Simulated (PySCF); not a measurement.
First SCF of a structure search on quintet CoNF₂, at a hand-made trigonal pyramidal geometry. PySCF input:

```python
from pyscf import gto, scf, dft
mol = gto.M(atom='''
Co     0.000000    -0.387000     0.000010
N      1.569780     0.051950     0.000020
F     -0.578530     0.581100    -1.338180
F     -0.578490     0.581080     1.338140''',
    basis={'Co': 'def2-TZVP', 'N': 'def2-TZVP', 'F': 'def2-TZVP'},
    charge=0, spin=4)
mf = dft.UKS(mol, xc='PBE0')
mf.grids.atom_grid = (50, 194)
aux = {'Co': 'def2-universal-JKFIT', 'N': 'def2-universal-JKFIT', 'F': 'def2-universal-JKFIT'}
mf = mf.density_fit(auxbasis=aux)
mf.conv_tol = 1e-08
mf.diis_space = 10
mf.max_cycle = 60
mf.init_guess = 'minao'
mf.verbose = 4
mf.kernel()
```

Excerpt of the output (cycles alone):

```
init E= -1635.65903176454
cycle= 1 E= -1620.12632516518  delta_E= 15.5  |g|= 5.67  |ddm|= 13.1
cycle= 2 E= -1552.19076484699  delta_E= 67.9  |g|=   16  |ddm|=   17
cycle= 3 E= -1611.87552790058  delta_E= -59.7  |g|= 9.87  |ddm|= 7.63
cycle= 4 E= -1619.14004583613  delta_E= -7.26  |g|= 8.39  |ddm|= 3.21
cycle= 5 E= -1622.32187400126  delta_E= -3.18  |g|= 7.24  |ddm|= 3.64
cycle= 6 E= -1628.10911902459  delta_E= -5.79  |g|= 5.61  |ddm|= 3.52
cycle= 7 E= -1629.59026641731  delta_E= -1.48  |g|= 5.04  |ddm|= 1.62
cycle= 8 E= -1631.09088568841  delta_E= -1.5  |g|= 4.36  |ddm|= 1.32
cycle= 9 E= -1632.84974932175  delta_E= -1.76  |g|= 3.69  |ddm|= 1.42
cycle= 10 E= -1634.54822286556  delta_E= -1.7  |g|= 2.87  |ddm|= 1.21
cycle= 11 E= -1634.89925348761  delta_E= -0.351  |g|= 2.66  |ddm|= 0.323
cycle= 12 E= -1620.97302210345  delta_E= 13.9  |g|= 5.77  |ddm|= 13.7
cycle= 13 E= -1634.73305723679  delta_E= -13.8  |g|= 2.77  |ddm|= 13.7
... 17 lines left out ...
cycle= 31 E= -1636.71366427584  delta_E= -1.14e-05  |g|= 0.000742  |ddm|= 0.0133
cycle= 32 E= -1636.71366689741  delta_E= -2.62e-06  |g|= 0.000518  |ddm|= 0.00405
cycle= 33 E= -1636.71366796039  delta_E= -1.06e-06  |g|= 0.00062  |ddm|= 0.00241
cycle= 34 E= -1636.71366881625  delta_E= -8.56e-07  |g|= 0.000146  |ddm|= 0.00305
cycle= 35 E= -1636.71366903887  delta_E= -2.23e-07  |g|= 0.000106  |ddm|= 0.00143
cycle= 36 E= -1636.71366911007  delta_E= -7.12e-08  |g|= 6.13e-05  |ddm|= 0.000703
cycle= 37 E= -1636.71366913907  delta_E= -2.9e-08  |g|= 3.77e-05  |ddm|= 0.000474
cycle= 38 E= -1636.71366914713  delta_E= -8.06e-09  |g|= 2.59e-05  |ddm|= 0.000212
Extra cycle  E= -1636.71366914926  delta_E= -2.13e-09  |g|= 4.31e-05  |ddm|= 6.8e-05
converged SCF energy = -1636.71366914926  <S^2> = 6.138435  2S+1 = 5.0550707
```

No lower solution of this spin was found from smeared starts or by a stability analysis within the unrestricted form.

With open d or f shells other occupations or spin states may lie lower.

The search for the lowest solution, 3 starts and the stability check together, took 29 s on 4 threads of a shared Arm Neoverse V1 host, with 138 basis functions; the process peaked at 0.59 GiB. Launch command: `OMP_NUM_THREADS=4 python axn.py task.json out`.
